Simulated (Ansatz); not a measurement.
C₄H₁₃GeO₄ (SMILES C[O][Ge]([O]C)([O]C)[OH+]C), charge +1, singlet, at a GFN2-xTB geometry; PBE/STO-3G (Ansatz, a first-principles code).

The Ansatz input:
Ansatz 0.2 input:
```yaml
crystal:
  periodic: [false, false, false]
  atoms:
    - {symbol: C, position_ang: [-0.75620268, -2.50483617, -1.20143842]}
    - {symbol: O, position_ang: [-0.95334582, -1.08997745, -1.03444592]}
    - {symbol: Ge, position_ang: [-0.32909205, 0.00118549, 0.09541012]}
    - {symbol: O, position_ang: [-0.95500586, 1.57969193, 0.07785395]}
    - {symbol: C, position_ang: [-1.86900847, 2.20468459, -0.84331554]}
    - {symbol: O, position_ang: [0.28405423, -0.64292465, 1.54255969]}
    - {symbol: C, position_ang: [0.65325676, -0.00260192, 2.77596223]}
    - {symbol: O, position_ang: [1.61520807, 0.52232176, -0.88719819]}
    - {symbol: C, position_ang: [2.88630068, -0.11788913, -0.70072773]}
    - {symbol: H, position_ang: [-0.71766171, -3.02522900, -0.24582214]}
    - {symbol: H, position_ang: [-1.61859105, -2.84714657, -1.77322782]}
    - {symbol: H, position_ang: [0.15773761, -2.68950665, -1.76401873]}
    - {symbol: H, position_ang: [-2.13086936, 3.15352902, -0.37542129]}
    - {symbol: H, position_ang: [-2.76525717, 1.60348615, -0.98544268]}
    - {symbol: H, position_ang: [-1.39107970, 2.38253616, -1.80520031]}
    - {symbol: H, position_ang: [1.62201652, 0.48523853, 2.67803386]}
    - {symbol: H, position_ang: [-0.09450780, 0.72212117, 3.09352047]}
    - {symbol: H, position_ang: [0.71661317, -0.81006239, 3.50527449]}
    - {symbol: H, position_ang: [1.74994974, 1.42969825, -1.19206434]}
    - {symbol: H, position_ang: [3.51951176, 0.46469577, -0.03119127]}
    - {symbol: H, position_ang: [2.69633838, -1.09508651, -0.26144085]}
    - {symbol: H, position_ang: [3.37338232, -0.24124648, -1.66916233]}
basis:
  gaussian:
    orbitals: STO-3G
    symmetry_tolerance_ang: 0.01
hamiltonian:
  xc: pbe
total_charge: 1
```

What the program printed (banner, timings and long lists left out):

```
Functional definition: PBE
955 factors; integrals over basis functions are off by at most 4.2e-5 eV
mean field evaluation 1: about -67968.5271 eV, gradient 3.4e2 eV
mean field evaluation 2: about -68113.6638 eV, gradient 1.1e2 eV
mean field evaluation 4: about -67559.7795 eV, gradient 5.2e2 eV
mean field evaluation 8: about -68165.9454 eV, gradient 9.9e1 eV
mean field evaluation 16: about -68220.7448 eV, gradient 1.0e-3 eV
mean field -68220.74479910 eV, -2507.0661296851 hartree, gradient 1.1e-5 eV, S^2 0.000000; 0 other end points of the search recorded, 0 dependent functions left out
reference -68220.74484010 eV, -2507.0661311920 hartree; 50, 50 occupied and 21, 21 virtual orbitals, 955 factors
Total energy: -68220.74484010 eV, -2507.0661311920 hartree
```
